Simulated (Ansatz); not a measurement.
Ansatz (a quantum-chemistry and plane-wave program) input:

Ansatz 0.2 input:
```yaml
crystal:
  periodic: [false, false, false]
  atoms:
    - {symbol: C, position_ang: [-2.46931401, -0.93688637, -0.79973890]}
    - {symbol: C, position_ang: [-1.38084443, 0.12451747, -0.63550038]}
    - {symbol: C, position_ang: [-1.94542847, 1.36955587, 0.05017058]}
    - {symbol: C, position_ang: [-0.17665218, -0.45989628, 0.11242050]}
    - {symbol: C, position_ang: [1.04738701, 0.46165148, 0.17967188]}
    - {symbol: C, position_ang: [2.20524609, -0.17874066, 0.87964413]}
    - {symbol: C, position_ang: [3.38719343, -0.43313138, 0.33317171]}
    - {symbol: H, position_ang: [-2.08933117, -1.81834548, -1.32027902]}
    - {symbol: H, position_ang: [-3.31777790, -0.54946697, -1.36751137]}
    - {symbol: H, position_ang: [-2.84287559, -1.26114479, 0.17570416]}
    - {symbol: H, position_ang: [-1.03966899, 0.41484799, -1.63679786]}
    - {symbol: H, position_ang: [-2.26376591, 1.13538832, 1.07029129]}
    - {symbol: H, position_ang: [-1.21412534, 2.17662995, 0.10514951]}
    - {symbol: H, position_ang: [-2.81519613, 1.74987224, -0.48932033]}
    - {symbol: H, position_ang: [-0.48570309, -0.72809738, 1.12965431]}
    - {symbol: H, position_ang: [0.12192312, -1.39424045, -0.37188074]}
    - {symbol: H, position_ang: [1.34431436, 0.75228001, -0.83241221]}
    - {symbol: H, position_ang: [0.77935471, 1.38219091, 0.70774236]}
    - {symbol: H, position_ang: [2.03212318, -0.46320989, 1.91530737]}
    - {symbol: H, position_ang: [3.60247849, -0.16995908, -0.69672395]}
    - {symbol: H, position_ang: [4.18272587, -0.90916597, 0.89203942]}
basis:
  gaussian:
    orbitals: def2-TZVPD
hamiltonian:
  xc: {name: PBE-QIDH}
magnetization: {spin_polarized: false}
correlation: {electrons: outside_noble_gas}
```

Q: What final total energy does it print?

A: -274.86399 Eh (PBE-QIDH/def2-TZVPD). The basis has 385 functions.
